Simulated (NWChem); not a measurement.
Molecule: CuF; SMILES [F][Cu]

All runs: NWChem. Pople sets run with spherical d functions. Geometry: optimised at PBE-D3(BJ)/def2-SVP. B3LYP is NWChem's, with the RPA form of VWN correlation. Vertical excitations in the gas phase; the lowest state need not have the same character in each row.

Question: Order these by “lowest excitation, singlet (eV)”, lowest first: B3LYP/def2-SVP, TDA; B3LYP/def2-TZVP, TDA; B3LYP/6-31G*, TDA.

Answer: B3LYP/6-31G*, TDA (1.25), B3LYP/def2-SVP, TDA (2.13), B3LYP/def2-TZVP, TDA (2.44)
